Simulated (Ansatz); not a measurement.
Job for Ansatz (a quantum-chemistry and plane-wave program): R-PBE0/def2-TZVPPD on N2 (SMILES N#N). Files ending in .json are basis or fitting sets from the Basis Set Exchange.

Ansatz 0.2 input:
```yaml
crystal:
  periodic: [false, false, false]
  atoms:
    - {symbol: N, position_ang: [-0.38463901, -0.10116271, -0.56541468]}
    - {symbol: N, position_ang: [0.45101972, 0.14816541, 0.08987410]}
basis:
  gaussian:
    orbitals: def2-TZVPPD.json
hamiltonian:
  xc: {name: PBE0}
scf: {lower_state_search: off}
```

Program output:

```
WARN ansatz: RAYON_NUM_THREADS=1 ignored (pool sized by the plan → 1); use --threads N
Functional definition: PBE0
these checks for a lower state are left out or cut short: stability, starts, cluster_reference, orbital_swaps, neighbouring_geometries, increment
integrals: 0.01 GiB planned
358 factors; their error is unknown
mean field: 0.13 GiB planned
mean field evaluation 1: about -2977.2309 eV, gradient 2.3e1 eV
mean field evaluation 2: about -2977.7535 eV, gradient 1.5e1 eV
mean field evaluation 4: about -2978.1847 eV, gradient 6.3e-2 eV
mean field evaluation 8: about -2978.1993 eV, gradient 1.3e-3 eV
mean field -2978.19933067 eV, -109.4468067059 hartree, gradient 2.8e-6 eV, S^2 0.000000; 0 other end points of the search recorded, 0 dependent functions left out
reference -2978.19934602 eV, -109.4468072701 hartree; 7, 7 occupied and 67, 67 virtual orbitals, 358 factors
Total energy: -2978.19934602 eV, -109.4468072701 hartree
Checks for a lower state left out: stability, starts, cluster_reference, orbital_swaps, neighbouring_geometries, increment
```

The calculation finished and met its thresholds.

Cost: roughly 0.4 core-seconds.
